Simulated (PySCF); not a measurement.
**MGa cations for M along the halogens**

r²SCAN with double-zeta basis sets in PySCF, for the lowest determinant that a PBE0 search found; no spin–orbit coupling. De refers to high-spin ground-configuration atoms (the charge goes to the atom of lower measured ionisation energy or higher electron affinity, which is not always the lowest computed limit). A positive dipole points towards Ga; it is taken about the centre of mass and depends on that origin.

```json
{"M": "F", "basis": "aug-cc-pVDZ-PP/aug-cc-pVDZ", "charged atom": "Ga+", "state (unpaired electrons)": "doublet (σ ↑)", "Re (Å)": "1.723", "ωe (cm⁻¹)": "682", "De (eV)": "1.56", "μ (D)": "3.51"}
{"M": "Cl", "basis": "cc-pVDZ-PP/cc-pV(D+d)Z", "charged atom": "Ga+", "state (unpaired electrons)": "doublet (σ ↑)", "Re (Å)": "2.113", "ωe (cm⁻¹)": "402", "De (eV)": "0.99", "μ (D)": "2.97"}
{"M": "Br", "basis": "cc-pVDZ-PP", "charged atom": "Ga+", "state (unpaired electrons)": "doublet (σ ↑)", "Re (Å)": "2.260", "ωe (cm⁻¹)": "284", "De (eV)": "0.85", "μ (D)": "4.25"}
```

The shortest bond is that of GaF⁺ (1.723 Å), the longest that of GaBr⁺ (2.260 Å).

The rows differ in basis set, which adds steps of its own.

Down a group the atoms grow and get heavier, so bonds lengthen and wavenumbers fall; this series shows no clear exception.

Spin–orbit coupling is left out. For an ion De counts to the pair picked by the measured ionisation energies or electron affinities, which need not be the lowest pair at this level. States were picked by a PBE0 search and need not be the measured ground states.
